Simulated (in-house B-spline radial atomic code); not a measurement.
Results of a calculation; reference values are marked as such.
# Al2+ at several levels of theory

Ground configuration [Ne] 3s1. All numbers come from an all-electron radial atomic-structure program (B-spline basis), all electrons, at the radial basis limit. Mean-field, RPA, GW and linear-response runs are scalar-relativistic (one-electron X2C), no spin-orbit coupling, without Breit or QED terms, open shells spin-polarised at highest spin; the many-body runs on Dirac-Hartree-Fock orbitals are four-component, and their energies hold both.

RPA overbinds a lone outer s electron by self-correlation, and G0W0 tends to as well.

**Ionisation energy.** The reference is 28.448 eV (NIST, measured).

| method | value (eV) | minus reference (eV) |
| --- | --- | --- |
| minus the highest LDA VWN5 level | 24.58 | -3.86 |
| LDA VWN5, difference of total energies | 28.87 | +0.42 |
| minus the highest PBE level | 24.48 | -3.97 |
| PBE, difference of total energies | 28.87 | +0.43 |
| G0W0 on PBE | 29.23 | +0.78 |
| exact exchange + RPA on PBE | 29.12 | +0.67 |
| exact exchange + RPA + SOSEX on PBE | 28.40 | -0.05 |
| minus the highest r2SCAN level | 24.69 | -3.76 |
| r2SCAN, difference of total energies | 28.43 | -0.01 |
| minus the highest PBE0 level | 25.50 | -2.95 |
| PBE0, difference of total energies | 28.73 | +0.29 |
| G0W0 on PBE0 | 29.16 | +0.71 |
| minus the highest B3LYP (VWN-RPA) level | 25.42 | -3.03 |
| B3LYP (VWN-RPA), difference of total energies | 29.07 | +0.62 |
| minus the highest CAM-B3LYP level | 26.96 | -1.49 |
| minus the highest LC-wPBE level | 28.24 | -0.21 |
| minus the highest Hartree-Fock level | 28.11 | -0.34 |
| Hartree-Fock, difference of total energies | 28.09 | -0.36 |
| G0W0 on Hartree-Fock | 28.97 | +0.53 |
| MP2, difference of total energies | 28.44 | -0.01 |
| Brueckner orbital with screened correlation (3s1/2) | 28.44 | -0.01 |

Task: Which methods come closest, and which lies farthest off?

Result: Closest: Brueckner orbital with screened correlation (3s1/2) (-0.01 eV) and MP2, difference of total energies (-0.01 eV). Farthest: minus the highest PBE level (-3.97 eV). The PBE level misses by -4.0 eV while the PBE energy difference misses by +0.43 eV: the semilocal potential lacks the −1/r tail and the energy is convex in the electron number, but total energies at whole numbers are far better.

Run times on one thread of shared hosts: mean field, RPA, SOSEX and G0W0 on PBE, for the atom and its ion, 4.1 s (Arm Neoverse N1); Brueckner orbitals with all properties, 63 s (Intel Xeon Platinum 8259CL CPU @ 2.50GHz).
